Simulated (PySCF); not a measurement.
**Stationary points of BiI₂⁺**

Level of theory: PySCF, PBE0, basis Bi def2-TZVP with ECP60, I def2-TZVP with ECP28 (scalar-relativistic core potentials, no spin–orbit coupling, density fitting).

Relaxations began from a few typed shapes. The search is not exhaustive: other isomers or separated fragments can lie lower, and high-lying points may rest on an excited occupation.

Question: Which is the lowest minimum found?
A. singlet D∞h: Bi–I 2.792 Å (×2); I–Bi–I 180.0°
B. singlet C2v: Bi–I 2.695 Å (×2); I–Bi–I 102.3°
C. singlet C2v: Bi–I 2.696 Å (×2); I–Bi–I 102.1°

Answer: C. The others lie at 0.3 (singlet C2v), 145.7 (singlet D∞h, a saddle point) kJ/mol above it.

Counting electrons, bismuth keeps 2 of its valence electrons outside its bonds, so the VSEPR class is AX2E1 and the expected shape is bent (C2v), as computed.

For the lowest minimum: no spin–orbit coupling is included, which matters more the heavier the element.
